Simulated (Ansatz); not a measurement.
Calculated with Ansatz (gas phase, PBE0-D4/def2-TZVP geometries, no zero-point term in ΔE). CCSD(T)/CBS adds triple-zeta CCSD(T) − MP2 to the extrapolated MP2 energy (def2 sets, frozen cores). This one scheme is used for every species. Functionals use def2-TZVPP. Each species was taken in one conformer, which may not be the lowest.

`F[Si](F)(S)S` → F₂ + `S[Si]S`  (silylene formation by 1,1-elimination)

```
  level  ΔE (kJ/mol)
   BLYP        869.1
LC-ωPBE        968.3
```

Task: What does CCSD(T)/CBS give? (An estimate is asked.)

Result: Ansatz gave: +961.8 kJ/mol. The listed levels differ from it by -92.7, 6.5 kJ/mol.

Largest T1 diagnostic among the species: 0.015.

At CCSD(T), def2-SVP lies −75.0 kJ/mol from the extrapolated value and def2-TZVPP −18.2 kJ/mol. From PBE to PBE0 (25 % exact exchange), in def2-TZVPP and without D4, ΔE moves by +50.0 kJ/mol.
